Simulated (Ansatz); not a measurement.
`O=C=[N][AlH][Cl]` + H₂O → `[OH][AlH][Cl]` + `N=C=O` at 700 K and 1 bar (formal hydrolysis of the Al–N bond).

Program: Ansatz. Geometries: PBE0-D4/def2-TZVP. ΔE: electronic, gas phase. CCSD(T)/CBS is the MP2 limit (def2-TZVPP, def2-QZVPP) plus CCSD(T) − MP2 in def2-TZVPP, frozen cores. This one scheme is used for every species. Each species was taken in one conformer, which may not be the lowest.

```csv
species,CCSD(T)/CBS energy (Eh),H − E (kJ/mol),S (J/(mol·K))
`O=C=[N][AlH][Cl]`,-870.43852,117.0,424.5
H₂O,-76.37941,80.5,218.4
`[OH][AlH][Cl]`,-778.29577,104.7,356.1
`N=C=O`,-168.51995,89.3,283.6
```

H − E and S are ideal-gas, rigid-rotor, harmonic terms from PBE0-D4/def2-TZVP, for one conformer and one mirror image of each species. 1 Eh = 2625.50 kJ/mol, R = 8.31446 J/(mol·K).

Task: By hand: ΔE, ΔH, ΔS and ΔG.

Result: ΔE = (-778.29577) + (-168.51995) − (-870.43852) − (-76.37941) = 0.00221 Eh = 5.8 kJ/mol. Δ(H − E) = 104.7 + 89.3 − 117.0 − 80.5 = -3.5, so ΔH = 2.3 kJ/mol. ΔS = 356.1 + 283.6 − 424.5 − 218.4 = -3.2 J/(mol·K). ΔG = 2.3 − 700 × (-3.2)/1000 = 4.5 kJ/mol.

Task: By hand: the equilibrium constant, and the temperature at which ΔG would vanish if ΔH and ΔS stayed fixed.

Result: log₁₀ K = −ΔG/(RT ln 10) = -0.3. ΔH and −TΔS have one sign here, so there is no such temperature. One of them is within its doubt of zero, so this could turn.

TΔS isn't small against ΔH here. The sign of ΔG lies within the doubt. A doubt of 5 kJ/mol in ΔE shifts log₁₀ K by 0.4 here. Other conformers and mirror images would add mixing entropy, several J/(mol·K) or more a flexible species. Modes under 60 cm⁻¹, often nearly free rotors, make the harmonic entropy too high. These are equilibria of isolated gas molecules and say nothing of rates. Largest T1 diagnostic: 0.018 (customary marks: 0.02 for closed shells, 0.045 for open ones).
